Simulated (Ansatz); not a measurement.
Program: Ansatz. Geometries: PBE0-D4/def2-TZVP. ΔE: electronic, gas phase. CCSD(T)/CBS adds triple-zeta CCSD(T) − MP2 to the extrapolated MP2 energy (def2 sets, frozen cores). DFT in def2-TZVPP. B3LYP here is the variant with VWN-RPA as its local correlation; programs differ in this. For Ge outer-core shells are correlated without core-valence functions, which leaves a few kJ/mol of doubt a bond. Scalar relativity is left out up to krypton.

`CC1[SiH2]C1=O` + `[CH2]1[NH][GeH2]1` → `C[N]1[CH2][GeH2]1` + `O=C1C[SiH2]1`  (substitution at a C–C bond)

Q: Is it downhill or uphill in electronic energy at CCSD(T)/CBS, and by how much? (Best estimate.)

A: The calculation gave: Uphill: ΔE = +28.8 kJ/mol.

Q: What do these levels give: PBE-D4, PBE0-D4, B3LYP-D4, ωB97X-V, ωB97M-V, HF/def2-TZVPP, MP2/def2-TZVPP, CCSD/def2-TZVPP, CCSD(T)/def2-TZVPP, MP2/def2-QZVPP, SCS-MP2/def2-QZVPP, CCSD/CBS(def2)? (An estimate is asked.)

A: Ansatz gave: PBE-D4 31.9, PBE0-D4 30.8, B3LYP-D4 27.6, ωB97X-V 26.0, ωB97M-V 28.0, HF/def2-TZVPP 22.3, MP2/def2-TZVPP 30.0, CCSD/def2-TZVPP 26.8, CCSD(T)/def2-TZVPP 28.2, MP2/def2-QZVPP 30.3, SCS-MP2/def2-QZVPP 28.0, CCSD/CBS(def2) 27.4 kJ/mol.

Largest T1 diagnostic among the species: 0.017.

In def2-TZVPP, CCSD(T) changes the Hartree–Fock value by +5.9 kJ/mol (the triples alone add +1.4 kJ/mol) and MP2 by +7.7 kJ/mol.
